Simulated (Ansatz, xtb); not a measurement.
# Relative energy of two isomers of C4H6F2S

Structure a is `F[C@@H]1CC[C@@H](F)S1`, a singlet and structure b is `F[C@@H]1CS[C@@H](F)C1`, a singlet. Both are isolated molecules in the gas phase, relaxed with B3LYP/def2-SVP; the shapes shown needn't be the lowest conformers.

a (Å):

```tsv
atom	x (Å)	y (Å)	z (Å)
C	-0.9771	1.6721	-1.1757
C	-0.4803	0.9504	0.0705
C	0.8962	0.3834	-0.2885
C	0.7160	-0.3583	-1.6068
F	-0.4029	2.9291	-1.2451
F	0.1871	-1.6139	-1.3655
S	-0.4520	0.6475	-2.6088
H	-2.0690	1.8067	-1.2107
H	-1.1722	0.1298	0.3156
H	-0.4539	1.6517	0.9184
H	1.6157	1.2048	-0.4287
H	1.2944	-0.3053	0.4721
H	1.6488	-0.4976	-2.1742
```

b (Å):

```yaml
atoms:
  - { symbol: C, position_ang: [-0.3931, 0.0467, -1.7124] }
  - { symbol: C, position_ang: [1.0174, 0.6383, -1.7575] }
  - { symbol: C, position_ang: [-0.8870, 2.1952, -0.6849] }
  - { symbol: C, position_ang: [-1.1120, 0.7008, -0.5346] }
  - { symbol: F, position_ang: [-0.3386, -1.3263, -1.5696] }
  - { symbol: F, position_ang: [-1.7718, 2.6987, -1.6243] }
  - { symbol: S, position_ang: [0.8530, 2.4000, -1.2396] }
  - { symbol: H, position_ang: [-0.9316, 0.2702, -2.6487] }
  - { symbol: H, position_ang: [1.6585, 0.0945, -1.0464] }
  - { symbol: H, position_ang: [1.4688, 0.5816, -2.7577] }
  - { symbol: H, position_ang: [-1.0340, 2.7673, 0.2435] }
  - { symbol: H, position_ang: [-0.6599, 0.3396, 0.4035] }
  - { symbol: H, position_ang: [-2.1883, 0.4725, -0.5169] }
```

Energies in hartree; the thermal terms are from GFN2-xTB frequencies at re-optimised GFN2-xTB minima (ideal gas, soft modes damped towards free rotors, one conformer each, 298.15 K, 1 atm) and include the zero-point energy:

```
                              a           b
E, CCSD(T)/def2-SVP  −752.095182  −752.092154
    E, MP2/def2-SVP  −752.008093  −752.004572
  E, MP2/def2-TZVPP  −752.865434  −752.861807
  zero-point energy     0.095010     0.094847
       H(298 K) − E     0.102642     0.102556
       G(298 K) − E     0.064326     0.063248
```

Task: Correct the CCSD(T) difference for the basis set by the MP2 change, then work out ΔE, ΔE₀, ΔH and ΔG for a → b in kJ/mol (1 Eh = 2625.50 kJ/mol) and the equilibrium ratio [b]/[a].

Result: 1. Differences b − a: CCSD(T) +0.003028, MP2 in the small set +0.003521, MP2 in the large set +0.003627 Eh.
2. ΔE = +0.003028 + (+0.003627 − (+0.003521)) = +0.003134 Eh = +8.23 kJ/mol.
3. ΔE₀ = ΔE + ΔZPE = +0.003134 + (−0.000163) Eh = +7.80 kJ/mol.
4. ΔH = ΔE + (−0.000086) Eh = +8.00 kJ/mol.
5. ΔG = ΔE + (−0.001078) Eh = +5.40 kJ/mol, so ΔS = (ΔH − ΔG)/T = +8.7 J/(mol K).
6. kT = 0.9442 mEh, so K = [b]/[a] = exp(−ΔG/kT) = exp(−2.18) ≈ 0.11.

Structure a is favoured at this temperature. An error of 4 kJ/mol in ΔG would change K by a factor of 5. Mirror images and further conformers aren't counted.

As drawn, both hold the same kinds of bond in the same numbers.

Other levels gave ΔE = +3.1 (GFN2-xTB); +10.1 (HF/STO-3G, GFN2-xTB geometries); +11.6 (r2SCAN-D4/def2-SVP, GFN2-xTB geometries); +7.6 (B3LYP/def2-SVP); +2.5 (HF/def2-SVP); +9.2 (MP2/def2-SVP); +7.9 (CCSD(T)/def2-SVP) kJ/mol. The correlated steps freeze 11 core orbitals. Programs: Ansatz 0.2.0, xtb 6.7.1.
